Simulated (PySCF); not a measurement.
A GIAO shielding run with PySCF (density fitting, scalar relativity only through the core potential, gas phase) on `[S]=[Mo]([Cl])([Cl])([Cl])[Cl]`, Cl4MoS:

```
{"job": {"kind": "nmr", "xc": "KT2", "basis": {"default": "pcSseg-1", "Mo": "def2-TZVP"}, "pop": false}, "charge": 0, "multiplicity": 1}
Mo    -0.000183    -0.000081     0.032197
S      0.002144    -0.010515     2.092058
Cl     2.216713     0.008315    -0.535858
Cl    -0.006458     2.222616    -0.515661
Cl    -2.217774    -0.003651    -0.533351
Cl     0.005558    -2.216684    -0.539375
```

Hardware: 1 thread of an x86-64 server CPU, shared host.

(1) How large is the calculation?

(2) How long does it take?

(3) And these other runs on the same molecule and hardware: GIAO shielding at PBE0/pcSseg-1 (def2-TZVP on Mo)?

Answers

(1) 98 electrons, 160 basis functions and 1000 auxiliary functions.

(2) 23 s of wall time, with 17 SCF cycles. Times on a shared host scatter by some tens of per cent.

(3) PBE0/pcSseg-1 (def2-TZVP on Mo): 160 functions, 15 s.
